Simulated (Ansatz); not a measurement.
C4H12O2Si, charge +1, doublet, at a GFN2-xTB geometry (a state made from the parent by changing its charge; the spin is typed, not shown lowest), with bond 17-7 at 2.4 times its length; Ansatz (a quantum-chemistry and plane-wave program) with SC-NEVPT2/STO-3G, CASSCF(5,7).

Here is a job for Ansatz.
Ansatz 0.2 input:
```yaml
crystal:
  periodic: [false, false, false]
  atoms:
    - {symbol: C, position_ang: [-2.10173562, -1.50525296, 0.68774317]}
    - {symbol: O, position_ang: [-0.80948228, -0.96913712, 0.51936112]}
    - {symbol: Si, position_ang: [-0.04364841, 0.24768402, -0.16798769]}
    - {symbol: C, position_ang: [-0.62865289, 2.00900400, 0.40459333]}
    - {symbol: C, position_ang: [-0.27525833, 0.37638019, -2.09254715]}
    - {symbol: O, position_ang: [1.52525191, 0.19255515, 0.08899196]}
    - {symbol: C, position_ang: [2.50374719, -0.57472526, 0.73042997]}
    - {symbol: H, position_ang: [-2.02001852, -2.34915731, 1.37193445]}
    - {symbol: H, position_ang: [-2.49393356, -1.84884143, -0.27044033]}
    - {symbol: H, position_ang: [-2.77689753, -0.75685253, 1.10350211]}
    - {symbol: H, position_ang: [-1.64602537, 2.18093075, 0.07378247]}
    - {symbol: H, position_ang: [0.02850831, 2.76474972, -0.00772343]}
    - {symbol: H, position_ang: [-0.57911479, 2.02824992, 1.48848712]}
    - {symbol: H, position_ang: [-0.01066327, -0.58800432, -2.51392349]}
    - {symbol: H, position_ang: [0.37859854, 1.14357023, -2.48864744]}
    - {symbol: H, position_ang: [-1.30766148, 0.61338691, -2.32055564]}
    - {symbol: H, position_ang: [3.75452238, 0.95637588, 2.45559603]}
    - {symbol: H, position_ang: [2.06924667, -1.43525795, 1.23641573]}
    - {symbol: H, position_ang: [3.22937595, -0.90336400, -0.01839389]}
basis:
  gaussian:
    orbitals: STO-3G
total_charge: 1
correlation: {method: sc_nevpt2, electrons: all, active_space: {window: {electrons: 5, orbitals: 7}}}
magnetization: {spin_polarized: false, initial_magnetization: 1}
```

What the program printed (banner, timings and long lists left out):

```
Functional definition: HF
691 factors; integrals over basis functions are off by at most 4.7e-5 eV
mean field evaluation 1: about -16036.3264 eV, gradient 3.4e1 eV
mean field evaluation 2: about -16036.6012 eV, gradient 3.4e1 eV
mean field evaluation 4: about -16039.7246 eV, gradient 1.5e1 eV
mean field evaluation 8: about -16041.9709 eV, gradient 3.2e0 eV
mean field evaluation 16: about -16042.2499 eV, gradient 2.9e-6 eV
mean field -16042.24991850 eV, -589.5418106774 hartree, gradient 2.9e-6 eV, S^2 0.750000; 0 other end points of the search recorded, 0 dependent functions left out
reference -16042.24991850 eV, -589.5418106774 hartree; 33, 32 occupied and 18, 19 virtual orbitals, 691 factors
state -16045.04969892 eV, -589.6447007101 hartree
state -16045.04969892 eV, -589.6447007101 hartree; corrected -16052.50283786 eV, -589.9185985140 hartree
Total energy: -16052.50283786 eV, -589.9185985140 hartree
```
